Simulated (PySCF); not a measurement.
An unknown shows these calculated signals:

1H NMR (300 MHz, computed): δ 5.68 (m, 1H), 5.35 (m, 1H), 3.92 (t, 3H), 2.05 (q, 2H).

13C{1H} NMR (computed): δ 168.5 (C), 141.0 (C), 139.1 (C), 118.5 (CH2), 17.4 (CH2).

Computed data (PySCF 2.14.0 with density-fitted response routines): shielding tensors at PBE0/pcSseg-1 (GIAO), GFN2-xTB structure. One computed conformer, fast rotation and ring inversion assumed for equivalent nuclei, relativity neglected, in vacuum.

Scale: 1H and 13C against TMS (reference shieldings calculated alike).

Q: Which of these does the molecule contain: a three-membered ring, an OH group, a Si–H bond, a ketone, a non-aromatic C=C double bond?

A: 
- A three-membered ring: no.
- An OH group: no.
- A Si–H bond: yes (δH 3.92 (t)).
- A ketone: no.
- A non-aromatic C=C double bond: yes.

The data belong to `InChI=1S/C5H7F3Si/c1-3(2-9)4(6)5(7)8/h1-2H2,9H3`; they needn't prove each group on their own.

Carbon signals by region: 1 in the far downfield region (above 160 ppm), 3 in the sp2 and nitrile region (100–160 ppm), 1 below 50 ppm. Above 160 ppm: 168.5, fully substituted alkene carbon.

Splittings by 19F in the carbon and heteronuclear signals aren't shown, as no couplings were computed. Shifts are as computed. Against solution values, carbons near 30 ppm lie about +3 ppm off and those near 130 ppm about +5 ppm. Of 1211 compounds with measured shifts, 218 miss one by over three times the rms of a fit or turn the order of signals round; such compounds aren't used in these exercises. Multiplicities follow the n + 1 count of equivalent neighbours, as no J values were calculated; m marks all less simple cases, F and P coupling included.
